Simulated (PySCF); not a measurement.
C4H2Br2, SMILES C#C/C(Br)=C\Br. Heavy atoms are numbered as in [CH:1]#[C:2]/[C:3]([Br:4])=[CH:5]\[Br:6]. Hydrogens are named by the atom that carries them.

Geometry: PBE0-D3(BJ)/def2-SVP. The structure was generated by enumeration; whether it is a known compound was not checked.

The numbers are results of B3LYP/pcSseg-1 (PySCF), not measurements.

GIAO shieldings, no solvent; atoms alike by connectivity are averaged. δ = σ(ref) − σ: ¹³C against TMS (σ = 181.3 ppm); ¹H against TMS (σ = 31.68 ppm), references at their B3LYP-D3(BJ)/def2-TZVP geometries, non-relativistic (without spin–orbit terms, shifts of atoms bonded to Cl or Br come out too high).

Computed chemical shifts:
| nucleus | atoms | count | δ (ppm) |
|---|---|---|---|
| ¹³C | C5 (CH) | 1 | 142.8 |
| ¹³C | C3 | 1 | 128.7 |
| ¹³C | C1 (CH) | 1 | 99.7 |
| ¹³C | C2 | 1 | 81.6 |
| ¹H | H on C5 | 1 | 6.90 |
| ¹H | H on C1 | 1 | 4.07 |
